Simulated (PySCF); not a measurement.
# B²⁺ (boron, charge +2): UHF calculation

Configuration: [He] 2s1, 2S determinant. All numbers are calculated (PySCF 2.14, the spin-free X2C one-electron Hamiltonian (Gaussian nucleus), in x2c-SVPall).

```json
{
 "Total energy": "-23.353654 hartree",
 "One-electron energy": "-27.6770 hartree",
 "Hartree (Coulomb) energy": "7.5332 hartree",
 "Exchange energy": "-3.2099 hartree",
 "⟨S²⟩": "0.7500",
 "⟨L²⟩": "0.000",
 "Sum of ⟨r⟩": "2.339 bohr",
 "Sum of ⟨r²⟩": "3.584 bohr²",
 "Langevin diamagnetic susceptibility": "-2.84 ×10⁻⁶ cm³/mol",
 "Time after the integrals": "0.05 s of wall time on 1 thread of Intel(R) Xeon(R) Platinum 8259CL CPU @ 2.50GHz (shared host)"
}
```

```
shell  electrons  mean orbital energy (eV)  rms radius, mean of both spins (bohr)
 1s α          1                   -241.06                                  0.378
 1s β          1                   -239.46                                  0.378
 2s α          1                   -37.322                                   1.82
```
